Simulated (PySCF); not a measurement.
Working out the ionisation energy of S²⁺

S²⁺ [Ne] 3s2 3p2 (3P) → S³⁺ [Ne] 3s2 3p1 (2P). All numbers are calculated (PySCF 2.14, the spin-free X2C one-electron Hamiltonian (Gaussian nucleus), in aug-cc-pCVTZ-DK). Frozen: [Ne]. Energies in hartree (1 hartree = 27.21139 eV):

```
            part  S²⁺ (lower)  S³⁺ (upper)
             UHF  -397.417584  -396.162628
CCSD correlation    -0.090466    -0.070983
             (T)    -0.002204    -0.001019
```

What does Hartree-Fock give?

(-396.162628) − (-397.417584) = 1.254956 hartree = 34.149 eV.

What do CCSD and CCSD(T) give?

The CCSD correlation energies differ by 0.019483 hartree = 0.530 eV and the triples by 0.001185 hartree = 0.032 eV, so CCSD gives 34.679 eV and CCSD(T) 34.711 eV.

A first-order spin-orbit estimate adds -0.009 eV to CCSD(T) (valence), giving 34.702 eV against 34.86 ± 0.04 eV (semi-empirical (NIST evaluation); NIST Atomic Spectra Database, ionization energies).

What remains against the reference includes basis incompleteness, the frozen core and higher excitations.
